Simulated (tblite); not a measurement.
A tight-binding relaxation on `O=Cc1cnsc1`.

Computed with GFN2-xTB geometry optimisation, gas phase (tblite 0.8.0). Start geometry: from a force field or distance geometry. The input is one job of a driver script: a line of settings, then coordinates in Å.

Command:
```bash
OMP_NUM_THREADS=1 python probes_run.py task.json out
```

Input:
```
{"job": {"kind": "relax", "xc": "GFN2-xTB", "basis": "xTB"}, "charge": 0, "multiplicity": 1}
O     -2.236900     1.136500     0.155600
C     -1.618400     0.097200     0.049400
C     -0.159900     0.027000     0.009500
C      0.621800    -1.144800    -0.115000
N      1.942400    -1.003800    -0.132500
S      2.282900     0.617300    -0.036300
C      0.661200     1.139000     0.054800
H     -2.128100    -0.873800     0.010400
H      0.252700    -2.170000    -0.166400
H      0.391100     2.180000     0.147900
```

Output:
```
step      E/eV     max force
  0    -551.92058    1.962
  1    -551.96541    0.913
  2    -551.97900    0.494
  3    -551.98521    0.211
  4    -551.98752    0.134
  5    -551.98834    0.081
  6    -551.98860    0.055
  7    -551.98895    0.057
  8    -551.98920    0.053
  9    -551.98942    0.051
 10    -551.98967    0.045
 11    -551.99001    0.058
 12    -551.99035    0.057
 13    -551.99060    0.051
 14    -551.99075    0.043
 15    -551.99089    0.034
 16    -551.99101    0.033
 17    -551.99108    0.023
 18    -551.99111    0.021
 19    -551.99114    0.015
 20    -551.99116    0.015
 21    -551.99118    0.011
 22    -551.99119    0.005
```

«max force» is the largest atomic force in eV/Å.

Task: From which step on does the largest force stay under 0.1 eV/Å, and how much energy is left to gain from there?

Result: From step 5 (0.081 eV/Å), 2.8 meV above the end.

Summary of the converged run: energy lowered by 1.6 kcal/mol over 22 steps; largest atomic force 0.005 eV/Å at the end.

On one thread, Arm Neoverse V1 (aarch64), no GPU, on a shared host, this took 0.1 s of wall time.
Labels such as C1 count atoms from 1, the log's own numbers from 0.
